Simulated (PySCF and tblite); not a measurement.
Values are calculated unless marked as measured or tabulated.
2 regioisomers of C3H6SSe:

```
isomer                                SMILES
     A    [SeH:1][CH:2]1[CH2:3][S:4][CH2:5]1
     B  [SeH:1][C@@H:2]1[CH2:3][CH2:4][S:5]1
```

Protocol: conformer search, at most 6 conformers an isomer, GFN2-xTB geometries, energies r2SCAN/def2-TZVP (IEF-PCM, cyclohexane) (D3(BJ) added where defined), GIAO shieldings WP04/pcSseg-1 (IEF-PCM, cyclohexane), weights at 298.15 K with GFN2-xTB thermal terms. Programs: PySCF with density fitting and tblite.

Problem. What shifts does each isomer give (ppm; of two unlike H on one atom, a is the less shielded)?

Solution. 
A: ¹H (against TMS): 4.18 (H2, 1H), 3.58 (H3a/H5a, 2H), 3.20 (H3b/H5b, 2H). ¹³C (against TMS): 50.3 (C2), 47.1 (C3/C5).

B: ¹H (against TMS): 4.89 (H2, 1H), 3.84 (H4a, 1H), 3.62 (H3a, 1H), 2.86 (H4b, 1H), 2.54 (H3b, 1H). ¹³C (against TMS): 66.3 (C2), 43.4 (C3), 32.9 (C4). H not on carbon is left out.

Spin–orbit effects of the heavy atoms on shieldings are missing. Shifts are unscaled: against experiment ¹³C can be off by 15 ppm or more and ¹H by 0.8 ppm. GFN2-xTB leaves a saturated small ring flat here that puckers in reality.
